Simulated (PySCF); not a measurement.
# [Mn(H2O)5]2+: what the settings change

[Mn(H2O)5]2+: Mn(II) (d5), charge +2. The structure is a PBE0-D3(BJ)/def2-SVP, IEF-PCM water geometry optimised for multiplicity 6; coordination trigonal bipyramidal, point group C1, metal–donor distances 2.11–2.15 Å.

```
16

Mn    0.000    0.000    0.000
O    -1.084    1.810    0.019
H    -1.160    2.374    0.801
H    -1.178    2.391   -0.750
O     2.108   -0.037   -0.030
H     2.667    0.129    0.742
H     2.646    0.164   -0.809
O    -0.004    0.039    2.139
H     0.594    0.580    2.674
H    -0.251   -0.715    2.694
O     0.030    0.014   -2.146
H    -0.638   -0.432   -2.687
H     0.338    0.763   -2.676
O    -1.051   -1.827   -0.010
H    -1.573   -2.175    0.727
H    -1.339   -2.306   -0.800
```

Method (PySCF 2.14, density fitting): CASSCF(5,5) with orbitals averaged over all microstates of the shell, strongly contracted NEVPT2 on the averaged canonical orbitals; basis x2c-TZVPall on the metal, x2c-SVPall elsewhere; spin-free X2C; IEF-PCM water; spin-orbit coupling by state interaction with the mean-field operator over all roots.

Base run: NEVPT2 ground state 6S, next a 2S+1 = 4 state (66 % 4G) at 20509, then a 2S+1 = 4 state (68 % 4G) at 21564 cm⁻¹, B(CASSCF) 1071, ζ 310 cm⁻¹, D -0.11 cm⁻¹, g 2.002 2.002 2.002, μeff(300 K) 5.92 μB.

Problem. What happens with the basis x2c-TZVPall on all atoms?

Solution. NEVPT2 ground state 6S, next a 2S+1 = 4 state (66 % 4G) at 20658, then a 2S+1 = 4 state (68 % 4G) at 21657 cm⁻¹, B(CASSCF) 1070, ζ 310 cm⁻¹, D -0.11 cm⁻¹, g 2.002 2.002 2.002, μeff(300 K) 5.92 μB. It took 27 s against 15 s on a shared host of the same kind.

Problem. What happens with orbitals averaged over the highest spin alone?

Solution. NEVPT2 ground state 6S, next a 2S+1 = 4 state (67 % 4G) at 21174, then a 2S+1 = 4 state (68 % 4G) at 22147 cm⁻¹, B(CASSCF) 1106, ζ 320 cm⁻¹, D -0.10 cm⁻¹, g 2.002 2.002 2.002, μeff(300 K) 5.92 μB.

The geometry optimisation stopped short of its thresholds.
